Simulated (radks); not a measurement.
The bromine ion Br13+ is in [Ar] 3d4. Calculated with a radial shooting solver on a logarithmic mesh with Libxc functionals: scalar-relativistic Kohn-Sham, LDA (Slater exchange, Perdew-Wang correlation), spin-polarised, spherical densities, finite nucleus; Fermi nuclear charge, rms radius of each element as measured or else 0.836 A^(1/3) + 0.57 fm. Open shells are filled with parallel spins first. One electron is removed from 3p, 3s, 3d, 2p in turn, with full relaxation. Which removal costs least, and what does each cost?

Answer. 3d 437.69 eV; 3p 530.06 eV; 3s 594.92 eV; 2p 1971.6 eV. The 3d electron leaves first.
